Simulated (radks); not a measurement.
Species: Yb28+. Configuration: [Ar] 3d10 4s2 4p5 4d6 5s1 (not the ground configuration).

Method: Dirac Kohn-Sham, BLYP, spin-unpolarised, spherical densities, finite nucleus; open shells fill j = l - 1/2 first; Fermi nuclear charge, rms radius 5.3108 fm; computed with a radial shooting solver on a logarithmic mesh with Libxc functionals.

Energy parts (eV):
| part | energy |
|---|---|
| total | -372196.34 |
| kinetic | 414770.70 |
| electron-nucleus | -880208.97 |
| Hartree | 100184.39 |
| exchange-correlation | -6942.45 |

Orbitals (lengths in bohr, moments of r in powers of bohr; <r^-3> diverges for s and p1/2; r(90%) holds 90 % of the orbital's charge):
1s1/2: occ. 2; eigenvalue (eV) -62171.79; <r> 0.01966; r(90%) 0.0357
2s1/2: occ. 2; eigenvalue (eV) -11374.43; <r> 0.08275; r(90%) 0.129
2p1/2: occ. 2; eigenvalue (eV) -10897.70; <r> 0.06872; r(90%) 0.114
2p3/2: occ. 4; eigenvalue (eV) -9850.574; <r^-3> 13470; <r> 0.07622; r(90%) 0.124
3s1/2: occ. 2; eigenvalue (eV) -3339.473; <r> 0.2151; r(90%) 0.316
3p1/2: occ. 2; eigenvalue (eV) -3130.491; <r> 0.2048; r(90%) 0.308
3p3/2: occ. 4; eigenvalue (eV) -2905.268; <r^-3> 3020; <r> 0.2184; r(90%) 0.326
3d3/2: occ. 4; eigenvalue (eV) -2551.269; <r^-3> 516.3; <r> 0.1918; r(90%) 0.298
3d5/2: occ. 6; eigenvalue (eV) -2501.983; <r^-3> 447.8; <r> 0.1960; r(90%) 0.304
4s1/2: occ. 2; eigenvalue (eV) -1365.001; <r> 0.4519; r(90%) 0.641
4p1/2: occ. 2; eigenvalue (eV) -1277.596; <r> 0.4519; r(90%) 0.648
4p3/2: occ. 3; eigenvalue (eV) -1213.667; <r^-3> 872.5; <r> 0.4742; r(90%) 0.678
4d3/2: occ. 4; eigenvalue (eV) -1069.768; <r^-3> 141.9; <r> 0.4698; r(90%) 0.687
4d5/2: occ. 2; eigenvalue (eV) -1056.422; <r^-3> 122.3; <r> 0.4762; r(90%) 0.695
4f5/2: occ. 0; eigenvalue (eV) -884.5753; <r^-3> 28.83; <r> 0.4523; r(90%) 0.678
4f7/2: occ. 0; eigenvalue (eV) -881.2383; <r^-3> 27.98; <r> 0.4549; r(90%) 0.681
5s1/2: occ. 1; eigenvalue (eV) -727.2595; <r> 0.8123; r(90%) 1.13
5p1/2: occ. 0; eigenvalue (eV) -688.1346; <r> 0.8265; r(90%) 1.15
5p3/2: occ. 0; eigenvalue (eV) -663.7191; <r^-3> 337.2; <r> 0.8573; r(90%) 1.20
5d3/2: occ. 0; eigenvalue (eV) -599.9092; <r^-3> 55.20; <r> 0.8811; r(90%) 1.24
5d5/2: occ. 0; eigenvalue (eV) -594.7165; <r^-3> 47.63; <r> 0.8897; r(90%) 1.26
6s1/2: occ. 0; eigenvalue (eV) -457.9758; <r> 1.286; r(90%) 1.76

The highest occupied level is 5s1/2 at -727.26 eV. The configuration is held as typed, so some empty levels lie below it. Summed over all electrons, <r^2> = 4.874 bohr^2, which gives a Langevin (diamagnetic) susceptibility term of -3.86 x 10^-6 cm^3/mol. The density falls to 0.001 e/bohr^3 at r = 1.55 bohr.
